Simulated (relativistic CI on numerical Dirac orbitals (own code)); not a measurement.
# Sensitivity of the levels of Sm¹⁵⁺ to α and to the nuclear radius

These numbers are calculated, not measured: Dirac-Coulomb-Breit CI, separate exchange-only KLI orbitals for each configuration, derivatives by finite differences, unscaled Slater integrals, QED left out (own radial code, finite nucleus).

CI space (outside the closed core [Kr]): 4d10 4f, 4d10 5s, 4d10 5p, 4d9 4f2, 4d10 5d, 4d9 5s2, 4d10 5f, 4d9 5s 5p. Levels of other configurations are missing.

With x = (α/α₀)² − 1 an excitation energy changes as ω = ω₀ + qx; K = 2q/ω₀ is the relative enhancement. Terms are leading LS components, so labels can repeat. The field-shift factor is F = δν/δ⟨r²⟩ for the transition from the lowest level.

Lowest level 4d10 4f 2F°_5/2.

| Level | ω₀ (cm⁻¹) | q (cm⁻¹) | K | F (GHz/fm²) |
| --- | --- | --- | --- | --- |
| 4d10 4f 2F°_7/2 | 6212 | 5663 | 1.82 | 0.194 |
| 4d10 5s 2S_1/2 | 63821 | -133300 | -4.18 | 133 |
| 4d10 5p 2P°_1/2 | 272379 | -113900 | -0.836 | 10.1 |
| 4d10 5p 2P°_3/2 | 336045 | -41470 | -0.247 | 5.96 |
| 4d10 5d 2D_3/2 | 669081 | -35360 | -0.106 | 6.83 |
| 4d10 5d 2D_5/2 | 680936 | -23280 | -0.0684 | 6.97 |
| 4d9 4f2 4F_3/2 | 1021418 | -2177 | -0.00426 | 8.18 |
| 4d9 4f2 4F_5/2 | 1023662 | -1422 | -0.00278 | 8.22 |
| 4d9 4f2 4F_7/2 | 1027669 | 1331 | 0.00259 | 8.32 |
| 4d9 4f2 4F_9/2 | 1034043 | 5890 | 0.0114 | 8.45 |
| 4d9 4f2 4D_7/2 | 1045341 | -2940 | -0.00562 | 8.32 |
| 4d9 4f2 4D_5/2 | 1049954 | 1146 | 0.00218 | 8.42 |
| 4d9 4f2 4D_7/2 | 1050606 | 483.9 | 0.000921 | 8.44 |
| 4d9 4f2 4G_5/2 | 1051086 | -468.4 | -0.000891 | 8.38 |
| 4d9 4f2 4K_17/2 | 1051883 | 1675 | 0.00318 | 8.52 |
| 4d9 4f2 4K_15/2 | 1052740 | -886.6 | -0.00168 | 8.42 |
| 4d9 4f2 4D_3/2 | 1053987 | 4808 | 0.00912 | 8.48 |
| 4d9 4f2 4G_9/2 | 1054074 | -919.1 | -0.00174 | 8.39 |
| 4d9 4f2 4G_11/2 | 1055006 | 180.6 | 0.000342 | 8.47 |
| 4d9 4f2 4K_13/2 | 1055110 | -3508 | -0.00665 | 8.33 |
| 4d9 4f2 4D_1/2 | 1058118 | 9566 | 0.0181 | 8.57 |
| 4d9 4f2 2F_7/2 | 1060408 | 3598 | 0.00679 | 8.57 |
| 4d9 4f2 4H_13/2 | 1061672 | 122.4 | 0.000231 | 8.52 |

At this charge transitions that keep the count of f electrons are usually good to a few per cent. Terms inside the open d or f shell come out 10 to 20 % too wide with unscaled integrals. Levels and lines within the n = 5 or 6 shells can be off by up to 10 % or somewhat more, and those that change n by about 2 %, since core polarisation is missing. Levels that differ in their count of f electrons can be misplaced by several ten thousand cm⁻¹, since the correlation energy of f electrons is missing or only estimated; rates across such gaps can be off by orders of magnitude.
